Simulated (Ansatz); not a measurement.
`C/C=C\CC` + `[OH][Sn]([OH])([F])[F]` → `C[O][Sn]([OH])([F])[F]` + `C/C=C\C`  (substitution at a C–C bond)

Program: Ansatz. Geometries: PBE0-D4/def2-TZVP. ΔE: electronic, gas phase. CCSD(T)/CBS is the MP2 limit (def2-TZVPP, def2-QZVPP) plus CCSD(T) − MP2 in def2-TZVPP, frozen cores. Double bonds are as drawn, so ΔE can hold a change between cis and trans. DFT in def2-TZVPP. Elements past krypton have def2 core potentials. For Sn outer-core shells are correlated without core-valence functions, which leaves a few kJ/mol of doubt a bond. One conformer a species, not always the lowest.

`C/C=C\CC`:

Cartesian coordinates in Å:
```
C -1.185 0.945 1.565
C -0.320 -0.266 1.473
C 0.157 -0.841 0.373
C -0.038 -0.412 -1.044
C 1.282 -0.065 -1.725
H -2.140 0.705 2.043
H -0.711 1.712 2.188
H -1.400 1.389 0.593
H -0.059 -0.722 2.426
H 0.781 -1.725 0.502
H -0.719 0.439 -1.104
H -0.518 -1.229 -1.597
H 1.976 -0.909 -1.691
H 1.129 0.199 -2.774
H 1.766 0.780 -1.229
```

`[OH][Sn]([OH])([F])[F]`:

Z-matrix (Å, degrees):
```
Sn
O 1 1.922
F 1 1.899 2 107.5
O 1 1.922 2 111.7 3 123.7
F 1 1.899 2 112.4 3 -115.4
H 2 0.962 1 112.3 3 18.4
H 4 0.962 1 112.3 2 142.1
```

`C[O][Sn]([OH])([F])[F]`:

```xyz
10

C    -1.480    0.690    0.684
O    -0.834   -0.574    0.659
Sn    0.904   -0.773   -0.132
O     0.977   -0.063   -1.926
F     2.267    0.081    0.883
F     1.321   -2.616   -0.088
H    -2.479    0.526    1.093
H    -0.956    1.403    1.329
H    -1.583    1.123   -0.316
H     1.863    0.204   -2.187
```

`C/C=C\C`:

Z-matrix (Å, degrees):
```
C
C 1 1.491
H 1 1.095 2 110.7
H 1 1.095 2 110.7 3 117.9
H 1 1.090 2 112.9 3 -121.1
C 2 1.330 1 127.6 3 121.1
H 2 1.088 1 115.2 3 -58.9
C 6 1.491 2 127.6 1 -0.0
H 6 1.088 2 117.2 1 180.0
H 8 1.095 6 110.7 2 -121.1
H 8 1.095 6 110.7 2 121.0
H 8 1.090 6 112.9 2 -0.0
```

```tsv
level	ΔE (kJ/mol)
B97M-V	57.2
CCSD/def2-SVP	50.4
```

(1) What does CCSD(T)/CBS give? (An estimate is asked.)

Largest T1 diagnostic among the species: 0.015.

Answers

(1) The calculation gave: +60.3 kJ/mol. The listed levels differ from it by -3.1, -9.9 kJ/mol.

In def2-TZVPP, CCSD(T) changes the Hartree–Fock value by +8.9 kJ/mol (the triples alone add +0.4 kJ/mol) and MP2 by +14.7 kJ/mol. From BLYP to BHLYP (50 % exact exchange), in def2-TZVPP and without D4, ΔE moves by +5.5 kJ/mol. At CCSD(T), def2-SVP lies −9.7 kJ/mol from the extrapolated value and def2-TZVPP −1.0 kJ/mol.
